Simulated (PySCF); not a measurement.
A calculated (M06-L, PySCF 2.14, def2-SVP, the non-relativistic Hamiltonian (point nucleus)) atom or ion has these occupied shells.

```json
{"shell": "1s α", "electrons": "1", "orbital energy (eV)": "-120.37", "rms radius, mean of both spins (bohr)": "0.484"}
{"shell": "1s β", "electrons": "1", "orbital energy (eV)": "-120.09", "rms radius, mean of both spins (bohr)": "0.484"}
{"shell": "2s α", "electrons": "1", "orbital energy (eV)": "-14.343", "rms radius, mean of both spins (bohr)": "2.49"}
```

(1) Name the element and its charge.

## Answers

(1) Be⁺ (beryllium, charge +1), in [He] 2s1, 2S determinant.
